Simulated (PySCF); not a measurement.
A PySCF script (with the pyscf-properties extension) for the NMR shieldings of SMILES CB(C)SC[SiH2]S, C3H11BS2Si, on a GFN2-xTB geometry:

```python
import basis_set_exchange as bse
import numpy as np
from pyscf import gto, dft
from pyscf.prop import nmr

atoms = """
C    -1.863954   -0.675237    1.045960
B    -1.630318    0.422903   -0.067008
C    -2.828165    1.282523   -0.636630
S    -0.012755    0.761167   -0.730823
C     1.111892   -0.381534    0.161360
Si    2.884035   -0.029523   -0.399958
S     4.102790   -1.387458    0.745095
H    -2.909749   -0.760656    1.331956
H    -1.297957   -0.458599    1.952917
H    -1.536945   -1.662106    0.716275
H    -3.261441    1.901111    0.149578
H    -2.538520    1.944755   -1.449555
H    -3.635424    0.645632   -0.996072
H     0.984482   -0.215090    1.229043
H     0.805995   -1.400685   -0.067203
H     3.289221    1.330866   -0.064091
H     3.065784   -0.330995   -1.815596
H     5.262270   -0.980757    0.258456
"""
names = dict.fromkeys(["C", "B", "S", "Si", "H"], "pcSseg-1")
basis = {el: gto.basis.parse(bse.get_basis(n, elements=[el], fmt="nwchem")) for el, n in names.items()}
mol = gto.M(atom=atoms, basis=basis, charge=0, verbose=0)
mf = dft.RKS(mol, xc="PBE0")
mf.grids.level = 2
mf.grids.alignment = dft.numint.BLKSIZE   # the property module wants whole blocks of grid points
mf.conv_tol = 1e-9
mf.kernel()

calc = nmr.RKS(mf)   # GIAO
C = mf.mo_coeff
Co = C[:, mf.mo_occ > 0]
resp = mf.gen_response(singlet=True, hermi=2)
def vind(x):   # induced exchange potential for any number of trial vectors
    d = np.einsum("pi,xij,qj->xpq", C, 2 * x.reshape(-1, C.shape[1], Co.shape[1]), Co, optimize=True)
    return np.einsum("xpq,pi,qj->xij", resp(d - d.transpose(0, 2, 1)), C, Co, optimize=True).ravel()
mo1, _ = nmr.rhf.solve_mo1(calc, with_cphf=vind)
sigma = calc.kernel(mo1)
for i, s in enumerate(sigma):   # ppm
    print("%2d %-2s %9.2f" % (i, mol.atom_pure_symbol(i), np.trace(s) / 3))
```

**Question.** Give the expected output.

**Answer.** 
```
 0 C     177.01
 1 B      24.72
 2 C     173.78
 3 S     444.81
 4 C     171.28
 5 Si    379.85
 6 S     776.22
 7 H      30.56
 8 H      30.91
 9 H      30.89
10 H      30.78
11 H      30.75
12 H      30.73
13 H      29.57
14 H      29.53
15 H      26.72
16 H      26.70
17 H      31.82
```

These numbers come from an equivalent density-fitted implementation of the same equations, which agrees with the script to about 0.01 ppm for H and up to a few tenths of a ppm for heavy atoms, so last digits may differ.

Size and cost of the density-fitted run: 195 basis functions, 99 s wall time (75 s CPU) on 1 thread of an AMD EPYC, shared host; peak memory 0.86 GiB.
